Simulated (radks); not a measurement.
Task: The mean radii <r> (bohr) of the occupied orbitals of an atom or ion are listed with their occupations. All-electron calculation, Dirac Kohn-Sham, PBE, spin-unpolarised, spherical densities, point nucleus. Program: a radial shooting solver on a logarithmic mesh with Libxc functionals.

| orbital | occ. | <r> |
|---|---|---|
| 1s1/2 | 2 | 0.02546 |
| 2s1/2 | 2 | 0.1034 |

Name the element and its charge. Open shells, if any, are shared by 2j + 1.

Result: Z = 56, barium, charge +52: Ba52+ in [He] 2s2. The 1s radius gives Z: for a bare nucleus <r> = (2 gamma + 1)/(2Z) with gamma = sqrt(1 - (Z/c)^2), 0.02523 bohr for Z = 56, and screening makes it slightly larger (0.02546 here). The occupations add up to 4, and the charge is Z minus that.
